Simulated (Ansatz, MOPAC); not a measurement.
Species: C₄H₁₁O (charge +1, singlet). SMILES: CC(C[OH2+])C

Atoms: C1, C2, C3, C4, O5, H6, H7, H8, H9, H10, H11, H12, H13, H14, H15, H16. Bonds: C1-C2, C1-H6, C1-H7, C1-H8, C2-C3, C2-C4, C2-H9, C3-H10, C3-H11, C3-H12, C4-O5, C4-H13, C4-H14, O5-H15, O5-H16.

Bond lengths (Å) and angles (degrees) optimised at AM1 with MOPAC; PM7 with MOPAC; MP2/6-31G* with Ansatz (a program for electronic structure), each started from the B3LYP-D3(BJ)/def2-TZVP structure (Ansatz) of the last column. A row stands for all coordinates that are equal there; 11 of 37 kinds are shown. 6-31G* holds six Cartesian d functions. No wavenumbers were computed at MP2/6-31G*, so these may be saddle points.

```json
[
 {"coordinate": "C1-C2", "AM1": "1.519", "PM7": "1.528", "MP2/6-31G*": "1.537", "B3LYP-D3(BJ)/def2-TZVP": "1.539"},
 {"coordinate": "C1-H6", "AM1": "1.119", "PM7": "1.105", "MP2/6-31G*": "1.092", "B3LYP-D3(BJ)/def2-TZVP": "1.089"},
 {"coordinate": "C1-H7", "AM1": "1.117", "PM7": "1.099", "MP2/6-31G*": "1.093", "B3LYP-D3(BJ)/def2-TZVP": "1.090"},
 {"coordinate": "C1-H8", "AM1": "1.117", "PM7": "1.099 to 1.114", "MP2/6-31G*": "1.094", "B3LYP-D3(BJ)/def2-TZVP": "1.091"},
 {"coordinate": "C2-C3", "AM1": "1.514", "PM7": "1.530", "MP2/6-31G*": "1.527", "B3LYP-D3(BJ)/def2-TZVP": "1.528"},
 {"coordinate": "C2-C4", "AM1": "1.511", "PM7": "1.516", "MP2/6-31G*": "1.505", "B3LYP-D3(BJ)/def2-TZVP": "1.502"},
 {"coordinate": "C2-H9", "AM1": "1.129", "PM7": "1.123", "MP2/6-31G*": "1.100", "B3LYP-D3(BJ)/def2-TZVP": "1.098"},
 {"coordinate": "C3-H10", "AM1": "1.117", "PM7": "1.103", "MP2/6-31G*": "1.094", "B3LYP-D3(BJ)/def2-TZVP": "1.092"},
 {"coordinate": "C1-C2-C3", "AM1": "110.8", "PM7": "111.2", "MP2/6-31G*": "111.7", "B3LYP-D3(BJ)/def2-TZVP": "111.9"},
 {"coordinate": "C1-C2-C4", "AM1": "108.0", "PM7": "108.1", "MP2/6-31G*": "106.4", "B3LYP-D3(BJ)/def2-TZVP": "106.3"},
 {"coordinate": "C3-C2-C4", "AM1": "111.6", "PM7": "109.7", "MP2/6-31G*": "112.4", "B3LYP-D3(BJ)/def2-TZVP": "112.8"}
]
```

A range marks coordinates that this level makes unequal.

Mean signed difference of all 15 bond lengths from B3LYP-D3(BJ)/def2-TZVP: AM1 0.015 Å, PM7 0.017 Å, MP2/6-31G* 0.002 Å.
